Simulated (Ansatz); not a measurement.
BClH7NSi2, SMILES `[SiH3]N([SiH3])BCl`. Charge 0, multiplicity 1. All single points use the PBE0-D4/def2-TZVP geometry. It is one conformer, not always the lowest.

```xyz
12

Si   -1.532    0.337   -0.360
N     0.130    0.127    0.188
Si    1.116   -1.097   -0.594
B     0.656    0.915    1.220
Cl   -0.356    2.146    1.995
H    -2.493    0.055    0.731
H    -1.712   -0.664   -1.445
H    -1.746    1.697   -0.907
H     0.484   -2.430   -0.427
H     2.460   -1.084    0.027
H     1.219   -0.804   -2.046
H     1.774    0.803    1.618
```

Task: What is the dipole moment at ωB97M-V/def2-TZVPP? (Best estimate.)

Result: Ansatz gave: 1.41 D, with components (0.12, -1.02, -0.97) D in this frame, pointing from negative to positive charge.

Task: And with PBE, r2SCAN, B3LYP? (Best estimate.)

Result: The calculation gave: PBE 1.38 D, r2SCAN 1.41 D, B3LYP 1.44 D.

Task: Give the Mulliken charges with ωB97M-V, B3LYP, r2SCAN in def2-TZVPP. (An estimate is asked.)

Result: Computed: 
```tsv
atom	ωB97M-V	B3LYP	r2SCAN
Si1	0.18	0.29	0.32
N2	-0.23	-0.17	-0.23
Si3	0.19	0.30	0.33
B4	-0.01	0.04	0.09
Cl5	-0.15	-0.18	-0.18
H6	0.00	-0.04	-0.05
H7	-0.02	-0.07	-0.07
H8	0.00	-0.04	-0.05
H9	-0.01	-0.05	-0.06
H10	-0.01	-0.05	-0.05
H11	-0.01	-0.05	-0.06
H12	0.08	0.04	0.02
```

B3LYP here is the variant with VWN-RPA as its local correlation; programs differ in this.
